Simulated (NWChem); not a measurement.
Molecule: SnH4S; SMILES [SH][SnH3]

Results from NWChem. The geometry was optimised at PBE-D3(BJ)/def2-SVP. def2 effective core potentials on Sn; no spin-orbit coupling. Ions are spin-unrestricted doublets at the neutral geometry; other ion states weren't tried.

```tsv
level	vertical ionisation energy, ΔSCF (eV)	−ε(HOMO) (eV)	ΔSCF minus −ε(HOMO) (eV)
B3LYP/def2-SVP	9.38	6.79	2.59
PBE/def2-SVP	9.23	5.82	3.41
BHandHLYP/def2-SVP	9.33	8.16	1.17
CAM-B3LYP/def2-SVP	[?]	[?]	[?]
PBE0/def2-SVP	9.41	7.09	2.32
```

Q: What belongs in the gaps?

A: 
- CAM-B3LYP/def2-SVP, vertical ionisation energy, ΔSCF (eV): 9.43
- CAM-B3LYP/def2-SVP, −ε(HOMO) (eV): 8.35
- CAM-B3LYP/def2-SVP, ΔSCF minus −ε(HOMO) (eV): 1.08
